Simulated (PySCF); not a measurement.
W(NH)2(NH2)2 (singlet state).
Bonds: W1–N2, W1–N4, W1–N6, W1–N9. Hydrogens: H3 on N2; H5 on N4; H7, H8 on N6; H10, H11 on N9.

Theory: PBE0-D3(BJ)/def2-SVP geometry optimisation, gas phase, def2 core potentials past Kr in PySCF 2.14.0.

Problem. List the bond lengths, angles and torsions at this level.

Solution. 
```
                  bond  length (Å)
          W1–N2, W1–N4       1.759
          W1–N6, W1–N9       1.961
          N2–H3, N4–H5       1.014
N6–H7 and 3 like bonds       1.014
```

Bonds in one row agree within 0.01 Å and their mean is given. A selection of angles:
```
   angle  degrees
N2–W1–N4    116.4
N2–W1–N6    107.0
N6–W1–N9    112.8
W1–N2–H3    156.9
W1–N6–H7    124.2
H7–N6–H8    111.1
```

Torsions: H3–N2–W1–N4 0° (synperiplanar); H5–N4–W1–N2 0° (synperiplanar).

W1 (tungsten bonded to 4 N) is distorted tetrahedral (angles from 106.8° to 116.4°). N6 (nitrogen bonded to W and 2 H) is planar (angles 124.4°, 124.2° and 111.1°, sum 359.7°, 0.04 Å off the plane of its three neighbours). The 4 N–W bonds span 1.758 Å (W1–N4) to 1.961 Å (W1–N9), a spread of 0.203 Å.

Point group: C2v (tolerance 0.08 Å). Stationary, but not proved a minimum. Torsions: N4–W1–N2–H 0°, N2–W1–N4–H 0°, N2–W1–N6–H 149° and -24°, N2–W1–N9–H 23° and -150°.
